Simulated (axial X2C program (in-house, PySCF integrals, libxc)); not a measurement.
## What spin–orbit coupling does to CsCl⁺

Calculated with an in-house relativistic program for diatomic molecules. Spin-free means the one-electron spin-free X2C Hamiltonian; two-component (2c) means X2C with spin–orbit coupling and atomic mean-field two-electron Coulomb and Gaunt terms, so the difference of the two also holds small scalar two-electron terms. Basis: Cs dyall-cv3z [15s15p9d4f1g], Cl dyall-av3z [9s8p3d2f] (cores contracted in-house); Gaussian nuclei, density fitting, unrestricted open shells. Masses: Cs 132.905 u, Cl 34.969 u.

Spin-free state: M_S = 1/2, Λ = 1 (beyond evenly filled blocks: π+α, π+β, π-α); fragments Cs+ + Cl.

| level | Re (Å) | ωe (cm⁻¹) | De (eV) | μ (D) |
| --- | --- | --- | --- | --- |
| PBE0 | 3.665 | 63.7 | 0.053 | -2.67 |
| HF | 3.891 | 50.5 | n/a | -3.10 |
| MP2 | 3.659 | 67.7 | 0.149 | n/a |
| CCSD | 3.702 | 64.4 | 0.147 | n/a |
| CCSD(T) | 3.685 | 65.9 | 0.132 | n/a |
| TPSS | 3.716 | 56.3 | n/a | -2.72 |

Correlated methods: 15 electrons correlated (number of frozen shells: Cs 4 s, 3 p, 2 d; Cl 2 s, 1 p), 295 virtual spin orbitals or spinors in MP2, 90 natural virtuals in coupled cluster.

Dipoles are positive if Cl is the positive end and refer to the centre of mass.

Within this multiplet, which Ω should lie lowest by the rule for regular and inverted multiplets?

The open π shell holds three electrons, one hole, so the multiplet is inverted: Ω = Λ + 1/2 = 3/2. The PBE0 2c search agrees, though Ω = 1/2 of the search lies only 0.07 eV higher.

Two-component determinant lowest at the distance of the search:

Ω = 3/2 (⟨Sz⟩ = 0.50, ⟨Lz⟩ = 1.00 at HF); fragments Cs+ + Cl.

```tsv
level	Re (Å)	ωe (cm⁻¹)	De (eV)	μ (D)
PBE0	3.663	63.9	0.086	-2.67
HF	3.891	50.6	-0.068	-3.10
MP2	3.659	67.7	0.149	n/a
CCSD	3.702	64.4	0.147	n/a
CCSD(T)	3.685	65.9	0.134	n/a
TPSS	3.714	56.4	n/a	-2.71
```

From the two tables, how do the constants change at the CCSD(T) level (2c against spin-free)?

At the CCSD(T) level Re is unchanged within 0.001 Å and ωe is unchanged to within 0.2 cm⁻¹; De changes by 0.002 eV.

Occupations by symmetry block were frozen at the best pattern of an incomplete PBE0 search. Dissociation energies refer to the lowest single-determinant-based atoms at the same level and basis. Density functionals use the spin component along the axis (collinear). Coupled cluster ran in a truncated set of natural virtual spinors; the MP2 energy of the rest was added. (T) has no such correction and the atoms are truncated less, which lowers De at CCSD(T) by a hundredth of an eV or more. In 2c an atomic determinant is not the ground J level, so De misses part of the atomic spin–orbit lowering. This holds for PBE0, TPSS. Other states lie close and PBE0, whose exact exchange favours high spin, may order them wrongly; the determinant shown need not be the ground state. The nearest other spin-free determinant of the search, M_S = 1/2, Λ = 0, lies 0.09 eV up at the distance of the search. Without a current term, density functionals place determinants with orbital angular momentum somewhat too high. The atomic limit has a lower orbital projection than the molecule and lies lower at mean-field level, so De may be about a tenth of an eV too small.
